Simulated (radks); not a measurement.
Species: Ge5+. Configuration: [Ar] 3d9.

All-electron calculation, scalar-relativistic Kohn-Sham, BP86, spin-polarised, spherical densities, finite nucleus; open shells are filled with parallel spins first; Fermi nuclear charge, rms radius 4.0742 fm. Program: a radial shooting solver on a logarithmic mesh with Libxc functionals.

Energy parts (hartree):
part                       energy
total                 -2092.24614
kinetic                2130.36471
electron-nucleus      -4965.12522
Hartree                 820.44947
exchange-correlation    -77.93509

Orbitals (lengths in bohr, moments of r in powers of bohr; r(max) is where P^2 peaks):
orbital  occ.  eigenvalue (hartree)      <r>   r(max)     <r^2>       <r^4>
1s up       1             -405.8451  0.04699  0.03072  0.002972  0.00002274
1s down     1             -405.8451  0.04699  0.03072  0.002972  0.00002274
2s up       1             -53.35146   0.2100   0.1760   0.05203    0.004690
2s down     1             -53.32095   0.2100   0.1760   0.05199    0.004683
2p up       3             -46.98762   0.1837   0.1412   0.04135    0.003440
2p down     3             -46.96472   0.1836   0.1412   0.04131    0.003434
3s up       1              -9.02548   0.6181   0.5404    0.4398      0.3080
3s down     1              -8.97448   0.6188   0.5407    0.4407      0.3095
3p up       3              -7.07128   0.6365   0.5401    0.4748      0.3824
3p down     3              -7.02099   0.6375   0.5405    0.4763      0.3853
3d up       5              -3.86039   0.6812   0.4945    0.5748      0.7031
3d down     4              -3.80994   0.6843   0.4956    0.5806      0.7201
4s up       0              -2.49322    1.639    1.482     3.027       13.48
4s down     0              -2.47825    1.646    1.488     3.051       13.71
4p up       0              -2.02069    1.827    1.637     3.780       21.35
4p down     0              -2.00868    1.836    1.645     3.816       21.76

The highest occupied level is 3d down at -103.67 eV. The spin density at the nucleus is -0.434 e/bohr^3 (1s -0.028, 2s -1.091, 3s 0.685).
